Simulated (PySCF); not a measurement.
Input file for PySCF: R-B3LYP/6-31G* on H6SeSi (a complex), monomers drawn apart or pushed together.

```python
from pyscf import gto, scf, dft, mp
from pyscf.data.elements import chemcore

mol = gto.M(
    atom='''
    Si    0.19509267   -0.00970973    0.03556828
    H    -0.61411930   -1.17604210    0.45011041
    H    -0.44401611    1.23783362    0.51022605
    H     0.27286745    0.02523825   -1.44509722
    H     1.56163333   -0.11595340    0.59032957
    Se   -0.07326802    0.02115114    3.52541951
    H     0.34610623    1.42313106    3.38312222
    H    -1.46739765    0.37301684    3.21888086
    ''',
    basis='6-31g*',
    cart=True,
    charge=0, spin=0, verbose=3, max_memory=1800)
mf = dft.RKS(mol, xc='b3lyp')
mf.conv_tol = 1e-8
mf.max_cycle = 100
mf.kernel()
if not mf.converged:
    mf = mf.newton().run(mf.mo_coeff, mf.mo_occ)
```

Task: Predict the final total energy.

Result: -2694.3701 hartree.
